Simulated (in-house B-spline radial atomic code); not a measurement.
# Excitations of In II (In+) by several methods

Full response, energies in eV; labels give the largest channel, * marks a mixed state, a dash one above the method's threshold, and an imaginary frequency an unstable closed-shell reference. Computed with a B-spline radial code for spherical atoms: linear response of the closed shell [Kr] 4d10 5s2 with each method's own kernel (bare exchange for TDHF, static screening on G0W0 levels for BSE, the adiabatic kernel for functionals); scalar-relativistic (spin-free one-electron X2C), finite nucleus, no spin-orbit coupling, no double excitations, S, P, D and F terms only; shells from n = 3 respond. Only terms of natural parity with L up to 3 were computed.

```csv
method,5s → 5p 3P,5s → 5p 1P,5s → 6s 3S,α (bohr³)
TDHF,3.605,6.919,10.237,29.63
BSE on G0W0@HF,5.324,7.935,11.768,24.65
LDA VWN5,5.865,7.944,11.577,22.81
PBE,5.553,7.779,11.022,23.79
PBE0,5.205,7.572,11.028,25.04
B3LYP (VWN-RPA),5.516,7.732,11.222,23.99
CAM-B3LYP,?,?,?,?
LC-wPBE,4.684,7.272,11.164,26.47
wB97X,5.880,7.434,11.313,25.33
HSE06,5.230,7.578,11.159,24.95
BHandHLYP,?,?,?,?
BLYP,5.732,7.874,11.132,23.15
PBEsol,5.531,7.797,11.167,23.7
BP86,5.535,7.800,11.366,23.64
LDA exchange-only,5.183,7.768,10.563,23.64
B97-1,5.841,7.642,11.012,24.6
RPBE,5.413,7.693,10.784,24.36
OLYP,5.301,7.679,10.543,24.5
```

Q: What does BHandHLYP give?

A: 5s → 5p 3P: 5.116; 5s → 5p 1P: 7.494; 5s → 6s 3S: 11.095; α: 25.46 (eV, bohr³).

Q: What does CAM-B3LYP give?

A: 5s → 5p 3P: 5.327; 5s → 5p 1P: 7.611; 5s → 6s 3S: 11.259; α: 24.5 (eV, bohr³).

Q: How do the methods fare for 5s → 5p 3P against experiment?

A: The measured term average is 5.531 eV (NIST). Among the methods with a real root, errors run from -1.93 eV (TDHF) to +0.35 eV (wB97X); PBEsol is closest (+0.00 eV).

Q: How do the methods fare for 5s → 5p 1P against experiment?

A: The measured term average is 7.816 eV (NIST). Among the methods with a real root, errors run from -0.90 eV (TDHF) to +0.13 eV (LDA VWN5); BP86 is closest (-0.02 eV).
